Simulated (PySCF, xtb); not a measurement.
Si(Cl)2(H)(SH) (Cl₂H₂SSi), SMILES S[SiH](Cl)Cl. One conformer was computed; it need not be the lowest.

Harmonic wavenumbers (cm⁻¹) from GFN2-xTB (xtb) at its own minimum, in rising order: 117, 137, 154, 196, 433, 523, 540, 622, 649, 723, 2328, 2460.

**Question.** What does r2SCAN-D4/def2-SVP run with PySCF give at its own minimum? (An estimate is asked for; the answer gives what the named calculation found.)

**Answer.** 124, 157, 201, 235, 474, 575, 588, 719, 803, 826, 2275, 2679. Paired by order, the mean absolute difference is 73 cm⁻¹ and the zero-point energies are 12.7 and 13.8 kcal/mol.
